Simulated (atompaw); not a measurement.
**Scattering properties, PAW (atompaw) potential for Pd**

Pd, PAW, made with atompaw 4.2.0.5 (LDA (PW92), scalar-relativistic). Core [Ar] 3d10, reference 4s2 4p6 4d10 5s0 5p0. Waves: 4s (bound): rc 1.30 bohr; 5s (bound, empty): rc 1.35 bohr; 4p (bound): rc 1.40 bohr; 5p (bound, empty): rc 1.55 bohr; 4d (bound): rc 1.80 bohr; 4d channel at 0.1 Ry: rc 1.80 bohr. Local part: ultrasoft scheme with l = 3 at 0.5 Ry, radius 1.50 bohr. Core correction: smooth core density matched at 1.65 bohr. Augmentation charge: sinc compensation charge, radius 1.30 bohr; PAW radius 1.80 bohr; waves and projectors: custom rrkj gramschmidtortho.

The phase is arctan(r·u′/u) with u = r·R(r), unwrapped; energies in Ry, scanned from -8 to 5 Ry. A pole is an energy at which the radial function vanishes at the test radius. The pseudo phase is shifted by a multiple of π to meet the all-electron one at the reference energy, and phase errors are pseudo minus all-electron; the curves can meet again beyond the range given. Levels narrower than the energy grid can be missing from the lists of poles.

Problem. For each channel, where are the poles, and over which energies does the pseudopotential scatter like the atom?

Solution.

```csv
channel,radius (bohr),reference energy (Ry),"poles, all-electron","poles, pseudo",unbroken range about the reference energy with phases within 0.05 rad,phase error 1 Ry above the reference energy (rad)
s,1.81,-0.27,-5.96,-5.96,the whole range,-0.001
p,1.81,-0.03,-3.21,-3.21,the whole range,+0.000
d,1.81,-0.32,1.15,1.15,the whole range,-0.000
```

Phases in the s channel:

```json
{"E (Ry)": "-8.00", "all-electron": "1.289", "pseudo": "1.288"}
{"E (Ry)": "-7.76", "all-electron": "1.268", "pseudo": "1.268"}
{"E (Ry)": "-7.52", "all-electron": "1.239", "pseudo": "1.239"}
{"E (Ry)": "-7.28", "all-electron": "1.194", "pseudo": "1.194"}
{"E (Ry)": "-7.04", "all-electron": "1.110", "pseudo": "1.109"}
{"E (Ry)": "-6.80", "all-electron": "0.896", "pseudo": "0.896"}
{"E (Ry)": "-6.56", "all-electron": "-0.059", "pseudo": "-0.060"}
{"E (Ry)": "-6.32", "all-electron": "-1.251", "pseudo": "-1.251"}
{"E (Ry)": "-6.08", "all-electron": "-1.515", "pseudo": "-1.515"}
{"E (Ry)": "-5.84", "all-electron": "-1.612", "pseudo": "-1.612"}
{"E (Ry)": "-5.60", "all-electron": "-1.663", "pseudo": "-1.663"}
{"E (Ry)": "-5.36", "all-electron": "-1.696", "pseudo": "-1.696"}
{"E (Ry)": "-5.12", "all-electron": "-1.719", "pseudo": "-1.720"}
{"E (Ry)": "-4.88", "all-electron": "-1.738", "pseudo": "-1.738"}
{"E (Ry)": "-4.64", "all-electron": "-1.754", "pseudo": "-1.754"}
{"E (Ry)": "-4.40", "all-electron": "-1.768", "pseudo": "-1.768"}
{"E (Ry)": "-4.16", "all-electron": "-1.781", "pseudo": "-1.781"}
{"E (Ry)": "-3.92", "all-electron": "-1.794", "pseudo": "-1.794"}
{"E (Ry)": "-3.68", "all-electron": "-1.806", "pseudo": "-1.806"}
{"E (Ry)": "-3.44", "all-electron": "-1.818", "pseudo": "-1.818"}
{"E (Ry)": "-3.20", "all-electron": "-1.830", "pseudo": "-1.830"}
{"E (Ry)": "-2.96", "all-electron": "-1.843", "pseudo": "-1.843"}
{"E (Ry)": "-2.72", "all-electron": "-1.856", "pseudo": "-1.857"}
{"E (Ry)": "-2.48", "all-electron": "-1.871", "pseudo": "-1.871"}
{"E (Ry)": "-2.24", "all-electron": "-1.886", "pseudo": "-1.886"}
{"E (Ry)": "-2.00", "all-electron": "-1.903", "pseudo": "-1.903"}
{"E (Ry)": "-1.76", "all-electron": "-1.921", "pseudo": "-1.921"}
{"E (Ry)": "-1.52", "all-electron": "-1.941", "pseudo": "-1.941"}
{"E (Ry)": "-1.28", "all-electron": "-1.964", "pseudo": "-1.964"}
{"E (Ry)": "-1.04", "all-electron": "-1.989", "pseudo": "-1.989"}
{"E (Ry)": "-0.80", "all-electron": "-2.019", "pseudo": "-2.019"}
{"E (Ry)": "-0.56", "all-electron": "-2.052", "pseudo": "-2.052"}
{"E (Ry)": "-0.32", "all-electron": "-2.092", "pseudo": "-2.092"}
{"E (Ry)": "-0.08", "all-electron": "-2.139", "pseudo": "-2.139"}
{"E (Ry)": "0.16", "all-electron": "-2.196", "pseudo": "-2.196"}
{"E (Ry)": "0.40", "all-electron": "-2.264", "pseudo": "-2.265"}
{"E (Ry)": "0.64", "all-electron": "-2.350", "pseudo": "-2.350"}
{"E (Ry)": "0.88", "all-electron": "-2.456", "pseudo": "-2.457"}
{"E (Ry)": "1.12", "all-electron": "-2.590", "pseudo": "-2.592"}
{"E (Ry)": "1.36", "all-electron": "-2.756", "pseudo": "-2.761"}
{"E (Ry)": "1.60", "all-electron": "-2.956", "pseudo": "-2.964"}
{"E (Ry)": "1.84", "all-electron": "-3.181", "pseudo": "-3.193"}
{"E (Ry)": "2.08", "all-electron": "-3.412", "pseudo": "-3.428"}
{"E (Ry)": "2.32", "all-electron": "-3.627", "pseudo": "-3.644"}
{"E (Ry)": "2.56", "all-electron": "-3.810", "pseudo": "-3.828"}
{"E (Ry)": "2.80", "all-electron": "-3.959", "pseudo": "-3.978"}
{"E (Ry)": "3.04", "all-electron": "-4.078", "pseudo": "-4.096"}
{"E (Ry)": "3.28", "all-electron": "-4.173", "pseudo": "-4.191"}
{"E (Ry)": "3.52", "all-electron": "-4.249", "pseudo": "-4.267"}
{"E (Ry)": "3.76", "all-electron": "-4.311", "pseudo": "-4.329"}
{"E (Ry)": "4.00", "all-electron": "-4.362", "pseudo": "-4.380"}
{"E (Ry)": "4.24", "all-electron": "-4.405", "pseudo": "-4.424"}
{"E (Ry)": "4.48", "all-electron": "-4.441", "pseudo": "-4.460"}
{"E (Ry)": "4.72", "all-electron": "-4.472", "pseudo": "-4.492"}
{"E (Ry)": "4.96", "all-electron": "-4.499", "pseudo": "-4.520"}
```
